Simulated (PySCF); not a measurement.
Compound: C4H7F2O2S (doublet state).
SMILES with atom numbers: `[CH3:1][C:2]([O:3][CH:4]([F:5])[F:6])[S@@:7]([CH3:8])=[O:9]` (hydrogens: H10, H11, H12 on C1; H13 on C4; H14, H15, H16 on C8)

Geometry (GFN2-xTB, Å), atoms numbered from 1 in this order:
```
atom  x, y, z in Å
C1    -0.4618    2.0794   -0.0318
C2    -0.3789    0.5966   -0.0690
O3    -1.5997   -0.0304    0.0347
C4    -1.6275   -1.3663    0.3043
F5    -2.7989   -1.6146    0.9163
F6    -0.6608   -1.7180    1.1809
S7     0.8417   -0.1015   -1.1892
C8     2.1503   -0.4006    0.0898
O9     0.3527   -1.4260   -1.5775
H10   -1.2622    2.4553   -0.6729
H11    0.4861    2.5014   -0.3527
H12   -0.6800    2.4161    0.9821
H13   -1.5448   -2.0155   -0.5814
H14    2.3627    0.5425    0.5776
H15    1.7824   -1.1340    0.7980
H16    3.0310   -0.7753   -0.4205
```

The hyperfine couplings belong to this conformer and change with its torsions.

Level of theory: UKS B3LYP, pcH-1 on C F H O S, non-relativistic, mean-field spin-orbit, GIAO in PySCF. One conformer (not necessarily the lowest) at the GFN2-xTB geometry, without solvent, vibrations or thermal averaging. A GFN2-xTB geometry isn't a minimum of the functional, and hyperfine couplings can be far from their values at a DFT geometry. The SCF solution wasn't tested for stability.

**Question.** Break the g tensor into its mass correction, gauge correction and orbital-Zeeman/spin–orbit terms.

**Answer.** 
```
                    Δg (ppm)     1     2     3
relativistic mass correction  -196  -196  -196
            gauge correction    16    51    34
   orbital Zeeman/spin–orbit  -480   811  1516
                       total  -661   666  1354
```

So g = 2.00166, 2.00298, 2.00367 and g_iso = 2.00277; the tensor is rhombic: the two nearest values differ by 34 % of g3 − g1. 

**Question.** At 9.459 GHz, how far is the centre of the isotropic spectrum from where a free electron (g = 2.002319) resonates?

**Answer.** B = hν/(g μB) with μB/h = 13.99624 MHz/mT gives 337.52 mT for the free electron and 337.44 mT at g_iso, 0.08 mT lower.

**Question.** What are the electron Larmor frequencies g μB B/h along the three axes at 1200 mT?

**Answer.** 33.6188, 33.6411, 33.6527 GHz for g1, g2 and g3, a range of 33.8 MHz.

**Question.** In a frozen sample, at which fields do the three g values resonate at 9.5, 34, 94 and 263 GHz (hyperfine left aside), and which band first spreads them over more than twice a line width of 0.3 mT?

**Answer.** 
```json
{"band": "X", "GHz": "9.5", "B(g3) mT": "338.75", "B(g2) mT": "338.87", "B(g1) mT": "339.10", "spread mT": "0.34"}
{"band": "Q", "GHz": "34.0", "B(g3) mT": "1212.38", "B(g2) mT": "1212.80", "B(g1) mT": "1213.61", "spread mT": "1.22"}
{"band": "W", "GHz": "94.0", "B(g3) mT": "3351.89", "B(g2) mT": "3353.04", "B(g1) mT": "3355.26", "spread mT": "3.37"}
{"band": "J", "GHz": "263.0", "B(g3) mT": "9378.15", "B(g2) mT": "9381.38", "B(g1) mT": "9387.59", "spread mT": "9.44"}
```

The spread grows in proportion to the frequency. Q band is the first where it exceeds 0.6 mT.

The Mulliken spin populations are largest on C2 (+0.79) and O3 (+0.07). No atom but C2 exceeds +0.15. The angles at C2 add up to 348.1°, so it is slightly pyramidal.

The HOMO–LUMO gaps are 5.83 eV among the α and 4.61 eV among the β orbitals.
